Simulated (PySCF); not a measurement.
Species: C8H11 (doublet state).
Cartesian coordinates in Å at the GFN2-xTB level; atoms count from 1:
```xyz
19
C8H11 angstrom
C     -1.9212    0.2073   -0.8176
C     -1.0294   -0.4247    0.2592
C     -1.3277    0.2098    1.6241
C      0.4027   -0.2495   -0.0893
C      1.3439   -1.2878   -0.3177
C      2.5471   -0.7139   -0.6108
C      2.3793    0.7318   -0.5716
C      1.0841    0.9982   -0.2569
H     -1.7034   -0.2249   -1.7914
H     -1.7521    1.2797   -0.8704
H     -2.9685    0.0305   -0.5829
H     -1.2509   -1.4964    0.3148
H     -2.3662    0.0341    1.8958
H     -1.1524    1.2822    1.5926
H     -0.6882   -0.2220    2.3905
H      1.1241   -2.3378   -0.2635
H      3.4708   -1.2151   -0.8351
H      3.1635    1.4407   -0.7633
H      0.6346    1.9670   -0.1491
```

The hyperfine couplings belong to this conformer and change with its torsions.

Identity: `CC(C)[C]1C=CC=C1` [radical].

Computed, not measured: PySCF, UKS B3LYP, pcH-1 on C H, non-relativistic, mean-field spin-orbit, GIAO. Isolated species at its GFN2-xTB geometry (one conformer only). Couplings are sensitive to structure, and on GFN2-xTB geometries they can be far from those on DFT ones. Stability of the SCF solution: not tested.

Where do the isotropic ENDOR lines of H17/H18, H9 (×6), H16/H19 and H12 fall at 343.4 mT, to first order?

For S = 1/2 in fast tumbling each set of equivalent nuclei gives two lines, ν± = |νn ± a/2| to first order, with νn = g_N μN B/h and μN/h = 7.62259 MHz/T.

| nuclei | isotope | g_N | νn (MHz) | a_iso (MHz) | lower line (MHz) | upper line (MHz) |
| --- | --- | --- | --- | --- | --- | --- |
| H17/H18 | 1H | 5.5857 | 14.62 | -22.15 | 3.55 | 25.70 |
| H9 (×6) | 1H | 5.5857 | 14.62 | 2.95 | 13.15 | 16.10 |
| H16/H19 | 1H | 5.5857 | 14.62 | 1.80 | 13.72 | 15.52 |
| H12 | 1H | 5.5857 | 14.62 | 1.26 | 13.99 | 15.25 |

Which pairs are centred on the nuclear Larmor frequency, and which on half the coupling?

Centred on νn, since |a| < 2νn: H17/H18, H9 (×6), H16/H19 and H12. No pair has |a| > 2νn.

Nuclei that the bonding pattern makes equivalent are averaged, as if the motion that swaps them (rotation, inversion, ring flip) were fast. The six 1H nuclei of mean +2.9 MHz run from -1.6 to 12.1 MHz in the frozen geometry. The 1H value of -22.1 MHz is a mean of couplings from -25.5 to -18.8 MHz in this one geometry, not an average over conformers.

The run took 69 s of wall time (grids of density and orbitals included) on an AMD EPYC 7R43 with one thread, on a shared host, and the process peaked at 0.97 GiB of memory.
